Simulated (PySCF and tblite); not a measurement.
Results of a calculation; reference values are marked as such.
C5H4O2, numbered as in [O:1]=[CH:2][c:3]1[cH:4][cH:5][o:6][cH:7]1.

First level. Geometries GFN2-xTB; weights from PBE0-D3(BJ)/def2-TZVP (IEF-PCM, chloroform) energies and GFN2-xTB thermal corrections, with symmetry numbers and mirror pairs. Conformers within 4 kcal/mol (GFN2-xTB free energy) were kept, 6 at most. GIAO shieldings: wB97X-D/pcSseg-1 (IEF-PCM, chloroform). Shifts are against TMS (¹H), TMS (¹³C) at the same level. Programs: PySCF with density fitting and tblite.

It gives, at 298.15 K, with 2 conformers (largest weight 89 %): ¹H: 10.22 (H2, 1H), 8.31 (H7, 1H), 7.79 (H5, 1H), 7.34 (H4, 1H) ppm. ¹³C: 193.8 (C2), 161.4 (C7), 152.0 (C5), 136.5 (C3), 117.5 (C4) ppm.

Second level: GFN2-xTB geometries, energies CAM-B3LYP-D3(BJ)/pcSseg-1 (IEF-PCM, dichloromethane), shieldings CAM-B3LYP/pcSseg-1 (IEF-PCM, dichloromethane), on up to 4 of the same conformers.

Problem. How do the averaged shifts change?

Solution. 
| signal | first | second | change (ppm) |
| --- | --- | --- | --- |
| H2 | 10.22 | 10.20 | -0.02 |
| H4 | 7.34 | 7.32 | -0.02 |
| H5 | 7.79 | 7.79 | 0.00 |
| H7 | 8.31 | 8.35 | 0.03 |
| C2 | 193.8 | 197.7 | 3.9 |
| C3 | 136.5 | 139.6 | 3.0 |
| C4 | 117.5 | 119.5 | 2.0 |
| C5 | 152.0 | 154.7 | 2.7 |
| C7 | 161.4 | 164.6 | 3.2 |

The largest weight becomes 84 %.

Shifts are unscaled: against experiment ¹³C can be off by 15 ppm or more and ¹H by 0.8 ppm.


Conformer gaps in pcSseg-1 on xTB geometries can be 2 kcal/mol off for S=O, P=O and other polar bonds.